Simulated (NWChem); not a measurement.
Molecule: MgSiH₄O₂; SMILES [SiH3][O][Mg][OH]

```xyz
8

Mg     0.5119     1.1513     0.0000
O      0.6965     2.8979     0.0000
H      0.7993     3.8424     0.0000
O      0.3229    -0.6354     0.0000
Si     0.1514    -2.2616     0.0000
H      0.7880    -2.8810    -1.2090
H     -1.2945    -2.6614     0.0000
H      0.7880    -2.8810     1.2090
```
Atoms are numbered in this order, from 1.

Level: PBE0/def2-SVP (NWChem), optimised geometry, unscaled harmonic frequencies. 

### Question
List the harmonic frequencies with IR intensities, and the thermochemistry.

### Answer
```csv
frequency (cm⁻¹),IR intensity (km/mol)
64,2.6
64,2.6
124,169.6
124,169.6
184,30.7
184,30.7
422,0.3
738,70.3
738,70.3
848,49.4
957,88.8
957,88.8
1008,308.2
1100,436.6
2195,201.4
2195,201.3
2208,101.7
4112,151.1
```

```json
{
  "zero_point_energy": "26.0 kcal/mol",
  "thermal correction to the enthalpy at 298.15 K (with zero-point energy)": "31.5 kcal/mol",
  "heat capacity Cv": "22.5 cal/(mol K)",
  "entropy at 298.15 K and 1 atm (symmetry number 3)": "83.4 cal/(mol K)",
  "dipole_moment": "2.05 D"
}
```

Rigid rotor and harmonic oscillator; modes under 100 cm⁻¹ make the entropy uncertain.
